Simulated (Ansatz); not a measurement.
```xyz
3

C     0.0000    0.0000    0.0000
C     0.0000    1.2940    0.0000
C     0.0000   -1.2940    0.0000
```

Basis set: cc-pVDZ (spherical functions). Correlated methods keep 3 orbitals frozen. Charge 0, multiplicity 1.

Computed with Ansatz (development build ahead of 0.2.0); the reference of a correlated method needn't be the lowest determinant of its kind. Restricted open shells among the atoms or ions are ROHF, correlated in semicanonical orbitals with singles.

Give the atomization energy at this shape (free ground-state atoms in the same class of orbitals less the molecule, no zero-point energy) of singlet C3 by RHF-CCSD(T), RHF-CCSD.

```tsv
method	atomization energy
RHF-CCSD(T)	12.51 eV
RHF-CCSD	11.89 eV
```

Caution: large share of triples, a single reference is doubtful; no unrestricted run beside it, a lower state can exist; the reference determinant was not shown to be the lowest.
